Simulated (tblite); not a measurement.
Question: Write Cartesian coordinates for `C[C@H]1[S+]CCC1=O` [radical] as optimised with GFN2-xTB. (Charge +1 and doublet state.)

Answer: 
```
atom  x, y, z in Å
C1    -2.1952    0.3429   -0.0784
C2    -0.8145   -0.2683   -0.1761
S3     0.1716    0.3828   -1.5275
C4     1.7533    0.2434   -0.6511
C5     1.5119   -0.3121    0.7366
C6     0.0544   -0.1533    1.1073
O7    -0.4099   -0.0061    2.1838
H8    -2.1381    1.4182    0.0773
H9    -2.7734    0.1581   -0.9816
H10   -2.7281   -0.0979    0.7621
H11   -0.8981   -1.3548   -0.3270
H12    2.1767    1.2510   -0.6326
H13    2.4275   -0.3739   -1.2493
H14    1.7113   -1.3883    0.7853
H15    2.1461    0.1664    1.4852
```

Any rigid rotation of these coordinates is as good. Atoms count from 1 in this order. The C–C distances run from 1.512 Å (C5–C6, drawn single) to 1.554 Å (C2–C6, drawn single), a spread of 0.042 Å. Of the pairs four or more bonds apart, O7···H10 is among the closest relative to their van der Waals radii: 2.72 Å, 100 % of the sum of Bondi's values. S3 (sulfur bonded to 2 C) is bent (angle 95.0°). The 5-membered ring C2–S3–C4–C5–C6 has internal angles of 95.0° to 109.9° (sum 530°, against 540° for a flat polygon); it is puckered, 0.14 Å rms from its mean plane, widest ring torsion 32°.

Bonds between heavy atoms (Å): C1–C2 1.513, C2–S3 1.795, S3–C4 1.814, C4–C5 1.514, C5–C6 1.512, C6=O7 1.182, C2–C6 1.554.

The geometry is computed with GFN2-xTB (gas phase). This method treats the open shell by occupation alone, without spin polarisation.

Point group: C1 (no symmetry element, even within 0.4 Å). Its GFN2-xTB frequencies are all real (lowest 71 cm⁻¹). Torsions: C1–C2–S3–C4 147°, C2–S3–C4–C5 -1°, S3–C4–C5–C6 -18°, C4–C5–C6–O7 -150°.

One conformer stands for the species.
